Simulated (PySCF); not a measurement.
KNa: from constants to spectrum

RHF-CCSD(T) constants of KNa, ¹Σ⁺ (singlet), closed shell (K 6-31G(d,p), Na 6-31G(d,p); no relativity (PySCF 2.14); masses 38.9637 and 22.9898 u):

```
ωe           : 113.9 cm⁻¹
ωexe         : 0.473 cm⁻¹
Be           : 0.089207 cm⁻¹
αe           : 0.000258 cm⁻¹
De to K + Na : 0.61 eV
```

(1) What force constant and bond length do these constants imply?

(2) Estimate the centrifugal constant D from the Kratzer relation and find the Dunham coefficient a1.

Correlated steps freeze 6 core orbitals. Correlated levels converge slowly with the basis: in double zeta they bind strong bonds too weakly, by up to about 1 eV, and carry superposition errors of some tenths. Where the molecule has an RHF reference, its open-shell atoms are computed with UHF.

Answers

(1) Reduced mass μred = 14.459 u; k = 5.8918×10⁻⁷·μred·ωe² (u, cm⁻¹, mdyn/Å) = 0.111 mdyn/Å; Re = √(16.8576/(μred·Be)) (u, cm⁻¹, Å) = 3.615 Å.

(2) D = 4Be³/ωe² = 2.19e-07 cm⁻¹; a1 = −1 − αeωe/(6Be²) = -1.62.
